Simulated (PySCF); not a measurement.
trichloro(fluoro)methane (CCl3F), SMILES FC(Cl)(Cl)Cl.

The structure is a stationary point at B3LYP-D3(BJ)/def2-SVP.

Computed with PBE/def2-TZVP (PySCF).

Gas-phase values at a fixed geometry.

**Question.** Estimate the frontier levels, gap, dipole moment and polarisability. (The exact figures need the calculation; the answer reports its results.)

**Answer.** 
```
Quantity                                                                                                        Value
---------------------------------------------------------------------------------------------  ----------------------
highest occupied level                                                                                       -7.67 eV
lowest empty level                                                                                           -2.47 eV
orbital gap                                                                                                   5.20 eV
dipole moment                                                                                                  0.23 D
quadrupole, principal values (traceless, Buckingham form, about the centre of nuclear charge)   -1.75, 0.88, 0.88 D·Å
mean static polarisability                                                                       50.6 bohr³ (7.50 Å³)
polarisability, principal values                                                               39.6, 56.2, 56.2 bohr³
```
